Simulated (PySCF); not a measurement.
# TaH4: one run

TaH4 (doublet). PySCF 2.14.0, UKS revPBE, Ta def2-SVP with ECP60, H def2-SVP; non-relativistic Hamiltonian with scalar-relativistic core potentials where named; density fitting; no spin-orbit coupling. Purpose: level revPBE.

```python
mol = gto.M(atom='''
Ta    -0.00000    -0.00000    -0.00000
H      1.48601    -0.00000     0.97582
H      0.00000     1.48601    -0.97582
H     -1.48601     0.00000     0.97582
H     -0.00000    -1.48601    -0.97582''',
    basis={'Ta': 'def2-SVP', 'H': 'def2-SVP'},
    ecp={'Ta': 'def2-SVP'},
    charge=0, spin=1)
mf = dft.UKS(mol, xc='PBE_R,PBE')
mf.grids.atom_grid = (75, 302)
mf = mf.density_fit()  # fitting sets: Ta def2-universal-JKFIT, H def2-universal-JKFIT
mf.conv_tol = 1e-08; mf.max_cycle = 55
mf.kernel(dm0)  # dm0: converged density of the relaxed state
mf.nuc_grad_method().kernel()
```

Run from Python with OMP_NUM_THREADS=2; the lines above give its settings. Where DIIS fails, smearing, a level shift and second-order steps follow.
It took 1.5 s on 2 threads of Arm Neoverse V1, with other jobs on the host, from an already converged density.

**Question.** Where do the frontier levels lie, over both spins?

**Answer.** HOMO -4.32 eV, LUMO -4.13 eV. 

**Question.** What are the Mulliken charges and spins?

**Answer.** 
```
atom  charge (e)  spin (e)
 Ta1       0.787     1.155
  H2      -0.197    -0.039
  H3      -0.197    -0.039
  H4      -0.197    -0.039
  H5      -0.197    -0.039
```

**Question.** What forces act on the atoms (eV/Å)?

**Answer.** 
```
Ta   0.00  0.00  0.00
H    0.03  0.00  0.01
H    0.00  0.03 -0.01
H   -0.03  0.00  0.01
H    0.00 -0.03 -0.01
```
Forces carry noise of the integration grid, about 0.01 to 0.03 eV/Å.

The geometry was relaxed with PBE (Ta def2-SVP with ECP60, H def2-SVP).

Open shells may have lower solutions than the one found.
